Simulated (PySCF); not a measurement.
Species: C6H6FO (doublet state).
Geometry (GFN2-xTB, Å), atoms numbered from 1 in this order:
```xyz
14
C6H6FO angstrom
O      2.5549   -1.0333    0.5431
C      2.1447   -0.6315   -0.5013
C      1.0121    0.1899   -0.8849
C      0.5283    1.3445    0.0154
F      1.2307    1.6267    1.1397
C     -0.2489    0.1091   -0.0614
C     -0.8336   -0.8755    0.8737
C     -1.6495   -0.3222   -0.2706
H      0.9076    0.3588   -1.9508
H      0.2005    2.2645   -0.4587
H     -1.0572   -0.5493    1.8785
H     -0.4897   -1.8972    0.8134
H     -2.4360    0.3847   -0.0504
H     -1.8644   -0.9696   -1.1077
```

The hyperfine couplings belong to this conformer and change with its torsions.

As a line formula: `O=[C][C@@H]1[C@H](F)C12CC2` [radical].

The calculation used PySCF, UKS B3LYP, pcH-1 on C F H O, non-relativistic, mean-field spin-orbit, GIAO. Isolated species at its GFN2-xTB geometry (one conformer only). Couplings are sensitive to structure, and on GFN2-xTB geometries they can be far from those on DFT ones. No stability test was run, so a lower SCF solution isn't excluded.

Problem. Give the principal g shifts and their parts.

Solution. 
```json
{"Δg (ppt)": "relativistic mass correction", "1": "-0.23", "2": "-0.23", "3": "-0.23"}
{"Δg (ppt)": "gauge correction", "1": "0.04", "2": "0.02", "3": "-0.10"}
{"Δg (ppt)": "orbital Zeeman/spin–orbit", "1": "-8.19", "2": "-0.04", "3": "2.61"}
{"Δg (ppt)": "total", "1": "-8.38", "2": "-0.25", "3": "2.28"}
```

So g = 1.99394, 2.00207, 2.00460 and g_iso = 2.00020; the tensor is rhombic: the two nearest values differ by 24 % of g3 − g1. Axes: g1 points within 12° of the O1–C2 bond.

Problem. What effective moment and Curie constant follow for a powder?

Solution. With the mean of g² = 4.0008 and S(S+1) = 0.75: μ_eff = √(⟨g²⟩S(S+1)) = 1.732 μB and χT = 0.12505·⟨g²⟩·S(S+1) = 0.375 cm³ K/mol (cgs; spin-Hamiltonian part alone).

Problem. How much does each term add to the isotropic shift?

Solution. The orbital-Zeeman/spin–orbit term -1.87, the mass correction -0.23 and the gauge correction -0.01 ppt, for a total of -2.12 ppt. The orbital-Zeeman/spin–orbit term is the largest in size. The mass correction is the same along every axis, so the anisotropy comes from the other two: their spans along these axes are 0.14 (gauge) and 10.80 ppt (orbital Zeeman/spin–orbit).

Problem. What are the electron Larmor frequencies g μB B/h along the three axes at 330 mT?

Solution. 9.2095, 9.2471, 9.2588 GHz for g1, g2 and g3, a range of 49.2 MHz.

Problem. In a frozen sample, at which fields do the three g values resonate at 9.5, 34, 94 and 263 GHz (hyperfine left aside), and which band first spreads them over more than twice a line width of 0.3 mT?

Solution. 
```csv
band,GHz,B(g3) mT,B(g2) mT,B(g1) mT,spread mT
X,9.5,338.60,339.03,340.41,1.81
Q,34.0,1211.82,1213.36,1218.30,6.48
W,94.0,3350.33,3354.58,3368.25,17.92
J,263.0,9373.81,9385.69,9423.93,50.12
```

The spread grows in proportion to the frequency. X band is the first where it exceeds 0.6 mT.

Largest spin populations (Mulliken): C2 (+0.66) and O1 (+0.26).

The HOMO–LUMO gaps are 4.04 eV among the α and 6.72 eV among the β orbitals.
